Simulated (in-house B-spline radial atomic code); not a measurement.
Relativistic effects in Mg⁴⁺, [He] 2s2 2p4: non-relativistic Hartree-Fock (point nucleus) against Dirac-Hartree-Fock (Fermi nucleus of rms radius 3.057 fm), both averages of the configuration, computed with an all-electron radial atomic-structure program (B-spline basis).

```tsv
orbital	ε NR (Eh)	ε Dirac (Eh)	<r> NR (bohr)	<r> Dirac (bohr)	change of <r> (%)
1s1/2	-52.66	-52.758	0.1303	0.13	-0.2
2s1/2	-6.6081	?	0.6483	?	?
2p1/2	-5.3854	?	0.6046	?	?
2p3/2	-5.3854	-5.3818	0.6046	0.6046	0.0
```

(1) What happens to 2p1/2?

(2) What happens to 2s1/2?

(3) What explains the pattern of contraction and expansion?

(4) By how much does the total energy change?

Results:

(1) Its energy goes to -5.395 hartree and <r> to 0.6032 bohr (-0.23 %).

(2) Its energy goes to -6.6244 hartree and <r> to 0.6468 bohr (-0.24 %).

(3) The s and p1/2 orbitals contract directly, as their density near the nucleus moves at relativistic speed. Nothing expands appreciably in this ion.

(4) By -0.32012 hartree, from -191.898 to -192.218.
